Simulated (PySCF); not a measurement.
**InCl⁻ from Hartree–Fock to correlated methods**

State: ²Π (doublet), unpaired electrons π ↑. Set-up: In def2-TZVPPD with ECP28, Cl def2-TZVPPD; scalar-relativistic core potentials (PySCF 2.14). De refers to In + Cl⁻ in their high-spin ground configurations, without counterpoise correction. The functionals are run spin-unrestricted. A positive dipole points towards Cl; it is taken about the centre of mass and depends on that origin.

```json
{"Level": "UHF", "Re (Å)": "2.637", "ωe (cm⁻¹)": "195", "De (eV)": "n/a", "μ (D)": "-2.47"}
{"Level": "UHF-MP2", "Re (Å)": "2.579", "ωe (cm⁻¹)": "218", "De (eV)": "1.34", "μ (D)": "n/a"}
{"Level": "UHF-SCS-MP2", "Re (Å)": "2.601", "ωe (cm⁻¹)": "209", "De (eV)": "1.25", "μ (D)": "n/a"}
{"Level": "UHF-CCSD", "Re (Å)": "2.591", "ωe (cm⁻¹)": "214", "De (eV)": "n/a", "μ (D)": "n/a"}
{"Level": "UHF-CCSD(T)", "Re (Å)": "2.587", "ωe (cm⁻¹)": "217", "De (eV)": "1.33", "μ (D)": "n/a"}
{"Level": "PBE", "Re (Å)": "2.615", "ωe (cm⁻¹)": "207", "De (eV)": "1.39", "μ (D)": "-2.13"}
{"Level": "PBEsol", "Re (Å)": "2.567", "ωe (cm⁻¹)": "223", "De (eV)": "1.55", "μ (D)": "-1.79"}
{"Level": "revPBE", "Re (Å)": "2.645", "ωe (cm⁻¹)": "197", "De (eV)": "1.24", "μ (D)": "-2.28"}
{"Level": "BP86", "Re (Å)": "2.618", "ωe (cm⁻¹)": "207", "De (eV)": "1.36", "μ (D)": "-2.13"}
{"Level": "r²SCAN", "Re (Å)": "2.581", "ωe (cm⁻¹)": "220", "De (eV)": "1.48", "μ (D)": "-1.97"}
{"Level": "PBE0", "Re (Å)": "2.588", "ωe (cm⁻¹)": "215", "De (eV)": "1.38", "μ (D)": "-2.13"}
{"Level": "HSE06", "Re (Å)": "2.590", "ωe (cm⁻¹)": "215", "De (eV)": "1.41", "μ (D)": "-2.11"}
{"Level": "MN15", "Re (Å)": "2.589", "ωe (cm⁻¹)": "212", "De (eV)": "1.45", "μ (D)": "-2.43"}
{"Level": "B2PLYP", "Re (Å)": "2.611", "ωe (cm⁻¹)": "208", "De (eV)": "1.27", "μ (D)": "-2.40"}
```

**Question.** Which functional lies closest to UHF-CCSD(T) in De, which farthest, and by how much do they differ from it?

**Answer.** Closest is BP86 (+3.1 pm in Re, -4.6 % in ωe, +0.03 eV in De against UHF-CCSD(T) in the same basis), farthest PBEsol (-2.0 pm in Re, +2.8 % in ωe, +0.22 eV in De). CCSD(T) converges more slowly with the basis than the functionals do and binds too weakly in this one, so the order can change at the basis-set limit.

**Question.** What does second-order correlation do here, going from UHF to UHF-MP2?

**Answer.** UHF-MP2 less UHF: -5.8 pm in Re, +11.8 % in ωe. Correlation nearly always deepens the well. The bond shortens, as in weak, metallic or heavy-atom bonds, where dispersion and the correlation of outer-core electrons pull the atoms together.

**Question.** What does the triples do here, going from UHF-CCSD to UHF-CCSD(T)?

**Answer.** UHF-CCSD(T) less UHF-CCSD: -0.4 pm in Re, +1.4 % in ωe. Correlation nearly always deepens the well. The bond shortens, as in weak, metallic or heavy-atom bonds, where dispersion and the correlation of outer-core electrons pull the atoms together.

Correlated steps freeze 9 core orbitals. These are scalar-relativistic numbers at best; spin–orbit coupling would shift them, the dissociation energy most. For an ion De counts to the pair picked by the measured ionisation energies or electron affinities, which need not be the lowest pair at this level. The highest Kohn–Sham level is positive in this anion. Much of that is self-interaction error, but it also means that the finite basis helps to hold the extra electron. B2PLYP dipoles, levels and charges come from its SCF part alone. The state was picked by a PBE0 search and need not be the measured ground state.

The whole job (state search and all levels along the bond) took about 19 min on 2 threads of Arm Neoverse V2 (shared host), peak memory 5.1 GiB.
